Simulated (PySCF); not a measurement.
**Question.** What does the PBE0-D3(BJ)/def2-SVP structure of `C[C]([GeH2][SH])(C)C` look like in three dimensions?

**Answer.** 
```xyz
18
C4H12GeS angstrom
C      0.1147   -1.2166   -0.8984
C     -0.3410   -0.0431   -0.0342
C     -1.4909    0.7052   -0.7073
C     -0.7500   -0.5323    1.3529
Ge     1.1669    1.2254    0.1616
S      2.9132    0.2335    1.1488
H     -0.7073   -1.9438   -1.0215
H      0.9602   -1.7520   -0.4373
H      0.4218   -0.8927   -1.9062
H     -2.3594    0.0352   -0.8379
H     -1.2121    1.0779   -1.7064
H     -1.8291    1.5655   -0.1071
H     -1.1098    0.2929    1.9881
H     -1.5677   -1.2703    1.2730
H      0.0923   -1.0157    1.8728
H      1.6061    1.7697   -1.2157
H      0.8009    2.3860    1.1065
H      3.2238   -0.5233    0.0738
```

Orientation and origin are arbitrary. Atoms count from 1 in this order. All 3 C–C bonds measure 1.527 to 1.528 Å. Ge5 (germanium bonded to C, S and 2 H) is distorted tetrahedral (angles from 104.4° to 111.2°). S6 (sulfur bonded to Ge and H) is bent (angle 94.4°).

Bonds between heavy atoms (Å): C1–C2 1.527, C2–C3 1.528, C2–C4 1.527, C2–Ge5 1.980, Ge5–S6 2.238.

Theory: PySCF, PBE0-D3(BJ)/def2-SVP geometry optimisation, gas phase.

No PBE0-D3(BJ)/def2-SVP frequencies stand behind this structure, so it isn't proved a minimum. The numbers are those of one conformer (C2–Ge5–S6–H 72°).
